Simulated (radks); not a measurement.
Values are calculated unless marked as measured or tabulated.
Task: These are the eigenvalues of the occupied orbitals of an atom or ion with whole-number occupations (hartree). Code: a radial shooting solver on a logarithmic mesh with Libxc functionals. Model: non-relativistic Kohn-Sham, PBE, spin-polarised, spherical densities, point nucleus.

1s up: -584.2542
1s down: -584.2537
2s up: -87.01753
2s down: -86.90707
2p up: -80.22553
2p down: -80.14524
3s up: -21.40221
3s down: -21.26067
3p up: -18.91448
3p down: -18.76983
3d up: -14.46586
3d down: -14.30366

Which element is it, and in what charge state? The configuration may be excited. Open shells, if any, are filled with parallel spins first.

Result: Z = 38, strontium, charge +12: Sr12+ in [Ar] 3d8. The list shows which subshells hold electrons but not how many an open one holds; the 1s level, -584.25 hartree, gives Z - s = 34.2 by -(Z - s)^2/2, which with screening narrows Z to a few neighbours, and the depths of the outer levels then fix element, charge and occupations together.
